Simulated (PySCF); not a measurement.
A calculated (UHF, PySCF 2.14, aug-cc-pVDZ-DK, the spin-free X2C one-electron Hamiltonian (Gaussian nucleus)) atom or ion has these occupied shells.

```json
{"shell": "1s α", "electrons": "1", "orbital energy (eV)": "-3291.4", "rms radius, mean of both spins (bohr)": "0.0991"}
{"shell": "1s β", "electrons": "1", "orbital energy (eV)": "-3290.0", "rms radius, mean of both spins (bohr)": "0.0991"}
{"shell": "2s α", "electrons": "1", "orbital energy (eV)": "-386.51", "rms radius, mean of both spins (bohr)": "0.445"}
{"shell": "2s β", "electrons": "1", "orbital energy (eV)": "-385.16", "rms radius, mean of both spins (bohr)": "0.445"}
{"shell": "2p α", "electrons": "3", "orbital energy (eV)": "-309.81", "rms radius, mean of both spins (bohr)": "0.416"}
{"shell": "2p β", "electrons": "3", "orbital energy (eV)": "-307.41", "rms radius, mean of both spins (bohr)": "0.416"}
{"shell": "3s α", "electrons": "1", "orbital energy (eV)": "-80.185", "rms radius, mean of both spins (bohr)": "1.39"}
{"shell": "3s β", "electrons": "1", "orbital energy (eV)": "-67.747", "rms radius, mean of both spins (bohr)": "1.39"}
{"shell": "3p α", "electrons": "3", "orbital energy (eV)": "-59.242", "rms radius, mean of both spins (bohr)": "1.50"}
```

**Question.** Name the element and its charge.

**Answer.** Ar³⁺ (argon, charge +3), in [Ne] 3s2 3p3, high-spin 4S determinant.
